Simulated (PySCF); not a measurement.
Gas-phase reaction: 2 HfCl4 + H2O2 = 2 HfCl3OH + 2 Cl

Energies from PySCF, thermal terms from the rigid-rotor harmonic-oscillator model, ideal gas at 1 bar. † marks an energy on the PBE0/def2-TZVP geometry and frequencies; other levels use their own. MP2 and CCSD(T) freeze the core. Open shells (unrestricted): Cl (multiplicity 2); the rest are closed-shell singlets. Spin-orbit splitting is ignored; it lowers the true energy and changes the entropy of Cl. Hf: scalar-relativistic def2 core potential, no spin-orbit coupling. HfCl3OH: computed as isolated molecules; such fragments, hydroxides, amides, oligomers or adducts are transient or little studied in the gas. MP2 isn't extrapolated to the basis-set limit. CCSD(T) isn't extrapolated to the basis-set limit.

| level | ΔH°(298 K), kJ |
|---|---|
| BLYP/def2-TZVP† | 104 |
| CCSD(T)/def2-SVP† | 51 |
| M06-2X/def2-TZVP† | ___ |
| MP2/def2-SVP† | 51 |
| MP2/def2-TZVPP† | 101 |
| PBE/def2-TZVP† | 148 |
| PBE0/def2-SVP† | 106 |
| PBE0/def2-TZVP | ___ |
| r2SCAN/def2-TZVP† | ___ |
| LDA/def2-TZVP† | ___ |
| ωB97M-V/def2-TZVP† | 112 |

**Question.** Fill in the missing entries.

**Answer.** 
- M06-2X/def2-TZVP†, ΔH°(298 K), kJ: 106
- PBE0/def2-TZVP, ΔH°(298 K), kJ: 120
- r2SCAN/def2-TZVP†, ΔH°(298 K), kJ: 121
- LDA/def2-TZVP†, ΔH°(298 K), kJ: 207
